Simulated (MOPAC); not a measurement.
MOPAC input (PM7):

```
PM7 FORCE THERMO(298,298) PRECISE LET GEO-OK AUX(PRECISION=9) THREADS=1
CHClF2

F    -0.91510173 1    1.11531391 1   -0.30731948 1
C    -0.48601061 1    0.04649405 1    0.36400054 1
F    -1.07438312 1   -0.97865910 1   -0.25248218 1
Cl    1.26124448 1   -0.09412141 1    0.06953456 1
H    -0.69472047 1    0.09130588 1    1.46908229 1
```

From the output:

```
     H    5   0.748568   3.019549   0.748576   0.540433   3.923233

          HEAT OF FORMATION =    -111.244313 KCALS/MOLE

          ZERO POINT ENERGY      13.858 KCAL/MOL

           NORMAL COORDINATE ANALYSIS (Total motion = 1 Angstrom)

   Root No.       1         2         3         4         5         6         7         8

                 1 A"      1 A'      2 A'      3 A'      4 A'      2 A"      5 A'      3 A"

                 321.3     372.3     519.3     750.7    1148.0    1184.0    1345.7    1458.8

           1    0.1391    0.0032   -0.1600    0.0249   -0.0174   -0.0451    0.1948   -0.1514
           2   -0.0757    0.1841   -0.1473    0.0008    0.0005    0.0149   -0.0084   -0.0052
           3    0.1865   -0.1442   -0.0748   -0.0239    0.0173    0.0153   -0.0032   -0.0034
           4    0.1353   -0.0009   -0.1421    0.0358   -0.0168   -0.0004   -0.2400    0.3281
           5    0.1057    0.0011    0.1818   -0.0459    0.0215   -0.0003    0.3071    0.2565
           6    0.0000    0.0960    0.1055    0.3715   -0.0718   -0.0000    0.0056    0.0000
           7   -0.0399   -0.1794    0.1816   -0.0068    0.0037    0.0036   -0.0389   -0.0416
           8    0.1533    0.0414    0.1197   -0.0240    0.0170   -0.0473   -0.1911   -0.1457
           9   -0.1865   -0.1442   -0.0748   -0.0239    0.0173   -0.0153   -0.0032    0.0034
          10   -0.1036    0.0924    0.0393   -0.0246    0.0015    0.0023    0.0001   -0.0015
          11   -0.0810   -0.1182   -0.0503    0.0315   -0.0019    0.0018   -0.0002   -0.0012
          12   -0.0000    0.1161    0.0406   -0.1118   -0.0101   -0.0000   -0.0033   -0.0000
          13    0.1635    0.0820   -0.0984    0.0987    0.4058    0.7067   -0.0827   -0.2195
          14    0.1277   -0.1049    0.1259   -0.1263   -0.5193    0.5523    0.1058   -0.1715
          15    0.0000    0.2075    0.1372    0.4057    0.5582    0.0000    0.1704   -0.0000

   Root No.       9

                 6 A'

                2593.4

           1    0.0021
           2   -0.0009
           3   -0.0016
           4    0.0283
           5   -0.0362
           6   -0.0495
           7    0.0004
           8   -0.0023
           9   -0.0016
          10   -0.0001
          11    0.0001
          12   -0.0011
          13   -0.3821
          14    0.4888
          15    0.6872

           MASS-WEIGHTED COORDINATE ANALYSIS (NORMAL COORDINATES)

   Root No.       1         2         3         4         5         6         7         8

                 1 A"      1 A'      2 A'      3 A'      4 A'      2 A"      5 A'      3 A"

                 321.3     372.3     519.3     750.7    1148.0    1184.0    1345.7    1458.8

           1    0.3344    0.0073   -0.4006    0.0695   -0.0821   -0.2065    0.4662   -0.3789
           2   -0.1821    0.4273   -0.3688    0.0023    0.0023    0.0682   -0.0201   -0.0130
           3    0.4485   -0.3347   -0.1873   -0.0666    0.0820    0.0699   -0.0076   -0.0085
           4    0.2587   -0.0016   -0.2829    0.0796   -0.0631   -0.0014   -0.4567    0.6529
           5    0.2022    0.0020    0.3619   -0.1018    0.0808   -0.0011    0.5843    0.5102
           6    0.0000    0.1772    0.2099    0.8250   -0.2700   -0.0000    0.0106    0.0000
           7   -0.0959   -0.4164    0.4547   -0.0190    0.0176    0.0163   -0.0931   -0.1042
           8    0.3685    0.0961    0.2996   -0.0669    0.0802   -0.2168   -0.4572   -0.3645
           9   -0.4485   -0.3347   -0.1873   -0.0666    0.0820   -0.0699   -0.0076    0.0085
          10   -0.3404    0.2930    0.1346   -0.0940    0.0094    0.0144    0.0004   -0.0050
          11   -0.2661   -0.3749   -0.1722    0.1203   -0.0121    0.0112   -0.0005   -0.0039
          12   -0.0000    0.3682    0.1388   -0.4267   -0.0655   -0.0000   -0.0108   -0.0000
          13    0.0905    0.0438   -0.0567    0.0635    0.4421    0.7455   -0.0456   -0.1265
          14    0.0708   -0.0561    0.0726   -0.0812   -0.5657    0.5827    0.0583   -0.0988
          15    0.0000    0.1109    0.0791    0.2609    0.6081    0.0000    0.0939   -0.0000

   Root No.       9

                 6 A'

                2593.4

           1    0.0097
           2   -0.0042
           3   -0.0072
           4    0.1022
           5   -0.1308
           6   -0.1788
           7    0.0018
           8   -0.0104
           9   -0.0072
          10   -0.0004
          11    0.0005
          12   -0.0068
          13   -0.4001
          14    0.5120
          15    0.7197

          DESCRIPTION OF VIBRATIONS

 VIBRATION          1    1A"         ATOM PAIR     ENERGY CONTRIBUTION    RADIAL
 FREQUENCY           321.32         F 1 -- F 3         +19.7% (140.4%)      0.0%
 TRANSITION DIPOLE   0.6750         C 2 -- Cl4         +16.5% (128.2%)      0.0%
 TRAVEL (Ang.)       0.1881         C 2 -- H 5         +15.0% (122.4%)      0.0%
 REDUCED MASS        5.9285         F 1 -- C 2         +12.3% (110.7%)      1.6%
 EFFECTIVE MASS     22.9594         C 2 -- F 3         +12.3% (110.7%)      1.6%
 FORCE CONSTANT      0.3606         F 3 -- Cl4         +12.1% (110.0%)     85.5%
                            F 1 -- Cl4         +12.1% (110.0%)     85.5%

 VIBRATION          2    1A'         ATOM PAIR     ENERGY CONTRIBUTION    RADIAL
 FREQUENCY           372.26         F 3 -- Cl4         +21.7% ( 81.7%)     60.8%
 TRANSITION DIPOLE   0.4119         F 1 -- Cl4         +21.7% ( 81.7%)     60.8%
 TRAVEL (Ang.)       0.1509         F 1 -- F 3         +14.9% ( 67.8%)    100.0%
 REDUCED MASS        7.9550         C 2 -- F 3         +12.0% ( 60.8%)      0.0%
 EFFECTIVE MASS     26.9349         F 1 -- C 2         +12.0% ( 60.8%)      0.0%
 FORCE CONSTANT      0.6495         C 2 -- Cl4         +11.5% ( 59.5%)     59.6%

 VIBRATION          3    2A'         ATOM PAIR     ENERGY CONTRIBUTION    RADIAL
 FREQUENCY           519.33         F 1 -- F 3         +19.0% (114.8%)    100.0%
 TRANSITION DIPOLE   1.2007         C 2 -- Cl4         +17.8% (111.2%)     15.0%
 TRAVEL (Ang.)       0.1593         C 2 -- F 3         +15.8% (104.6%)      2.0%
 REDUCED MASS        5.1186         F 1 -- C 2         +15.8% (104.6%)      2.0%
 EFFECTIVE MASS     20.7290         C 2 -- H 5         +13.9% ( 98.3%)     75.7%
 FORCE CONSTANT      0.8134

 VIBRATION          4    3A'         ATOM PAIR     ENERGY CONTRIBUTION    RADIAL
 FREQUENCY           750.74         C 2 -- Cl4         +31.0% (106.0%)     92.3%
 TRANSITION DIPOLE   2.5517         F 1 -- C 2         +23.6% ( 92.4%)      0.0%
 TRAVEL (Ang.)       0.1106         C 2 -- F 3         +23.6% ( 92.4%)      0.0%
 REDUCED MASS        7.3458         C 2 -- H 5         +17.5% ( 79.6%)     52.6%
 EFFECTIVE MASS     16.2152
 FORCE CONSTANT      2.4393

 VIBRATION          5    4A'         ATOM PAIR     ENERGY CONTRIBUTION    RADIAL
 FREQUENCY          1147.96         C 2 -- H 5         +86.5% ( 97.3%)      1.1%
 TRANSITION DIPOLE   0.5827         F 1 -- C 2          +4.0% ( 21.1%)      0.3%
 TRAVEL (Ang.)       0.2582         C 2 -- F 3          +4.0% ( 21.1%)      0.3%
 REDUCED MASS        0.8808         C 2 -- Cl4          +3.6% ( 19.9%)    100.0%
 EFFECTIVE MASS      1.9169
 FORCE CONSTANT      0.6839

 VIBRATION          6    2A"         ATOM PAIR     ENERGY CONTRIBUTION    RADIAL
 FREQUENCY          1184.04         C 2 -- H 5         +85.0% ( 91.6%)      0.0%
 TRANSITION DIPOLE   0.1110         F 1 -- F 3          +4.8% ( 21.8%)      0.0%
 TRAVEL (Ang.)       0.2500         F 1 -- Cl4          +2.6% ( 15.9%)     32.1%
 REDUCED MASS        0.9114         F 3 -- Cl4          +2.6% ( 15.9%)     32.1%
 EFFECTIVE MASS      2.2441
 FORCE CONSTANT      0.7528

 VIBRATION          7    5A'         ATOM PAIR     ENERGY CONTRIBUTION    RADIAL
```
